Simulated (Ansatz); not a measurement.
`CO[SiH](F)[SiH3]` + H₂S → `CO[SiH]([SiH3])S` + H–F at 700 K and 1 bar (ligand exchange at the Si–F bond).

Computed with Ansatz on PBE0-D4/def2-TZVP structures; ΔE is electronic, products minus reactants. CCSD(T)/CBS adds triple-zeta CCSD(T) − MP2 to the extrapolated MP2 energy (def2 sets, frozen cores). This one scheme is used for every species. One conformer a species, not always the lowest.

```tsv
species	CCSD(T)/CBS energy (Eh)	H − E (kJ/mol)	S (J/(mol·K))
`CO[SiH](F)[SiH3]`	-795.47815	298.9	517.4
H₂S	-398.97279	64.8	236.9
`CO[SiH]([SiH3])S`	-1094.02757	326.5	550.8
H–F	-100.39570	45.2	198.5
```

H − E and S are ideal-gas, rigid-rotor, harmonic terms from PBE0-D4/def2-TZVP, for one conformer and one mirror image of each species. 1 Eh = 2625.50 kJ/mol, R = 8.31446 J/(mol·K).

Problem. By hand: ΔE, ΔH, ΔS and ΔG.

Solution. ΔE = (-1094.02757) + (-100.39570) − (-795.47815) − (-398.97279) = 0.02767 Eh = 72.6 kJ/mol. Δ(H − E) = 326.5 + 45.2 − 298.9 − 64.8 = 8.0, so ΔH = 80.6 kJ/mol. ΔS = 550.8 + 198.5 − 517.4 − 236.9 = -5.0 J/(mol·K). ΔG = 80.6 − 700 × (-5.0)/1000 = 84.1 kJ/mol.

Problem. By hand: the equilibrium constant, and the temperature at which ΔG would vanish if ΔH and ΔS stayed fixed.

Solution. log₁₀ K = −ΔG/(RT ln 10) = -6.3. ΔH and −TΔS have one sign here, so there is no such temperature.

The number of gas molecules stays the same, so ΔS is small and ΔH decides. A doubt of 5 kJ/mol in ΔE shifts log₁₀ K by 0.4 here. Other conformers and mirror images would add mixing entropy, several J/(mol·K) or more a flexible species. These are equilibria of isolated gas molecules and say nothing of rates. Largest T1 diagnostic: 0.012 (customary marks: 0.02 for closed shells, 0.045 for open ones).

ΔS is within the doubt of such terms, so its sign, and with it that verdict, could turn.
